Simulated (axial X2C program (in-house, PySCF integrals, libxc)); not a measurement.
**Potential curves of NaSr, spin-free**

Computed with an in-house relativistic program for diatomic molecules. Spin-free means the one-electron spin-free X2C Hamiltonian. Basis: Sr dyall-v4z [13s14p9d4f3g], Na dyall-v4z [11s10p6d4f2g] (cores contracted in-house); Gaussian nuclei, density fitting, unrestricted open shells. Masses: Sr 87.906 u, Na 22.990 u.

State: M_S = 1/2, Λ = 0 (beyond evenly filled blocks: σα). Energies in eV from the fragments at the same level (Sr + Na). Fits are polynomials in 1 − R0/R over 0.85 to 1.23 times the lowest point R0.

```tsv
R (Å)	r2SCAN0
3.3652	-0.2059
3.5199	-0.2744
3.6359	-0.3046
3.7520	-0.3210
3.8680	-0.3268
4.0034	-0.3233
4.1388	-0.3121
4.3128	-0.2906
4.5256	-0.2584
4.8350	-0.2090
```

Occupations by symmetry block were frozen at the best pattern of an incomplete PBE0 search. De is counted from the lowest determinant-based energies of the atoms at the same level, without counterpoise correction.

Question: Fit the r2SCAN0 curve near its minimum: give the equilibrium distance, the harmonic wavenumber and the well depth.

Answer: At r2SCAN0, spin-free: Re = 3.886 Å, ωe ≈ 92.5 cm⁻¹, De = 0.33 eV to Sr + Na; Be follows as 0.0612 cm⁻¹.
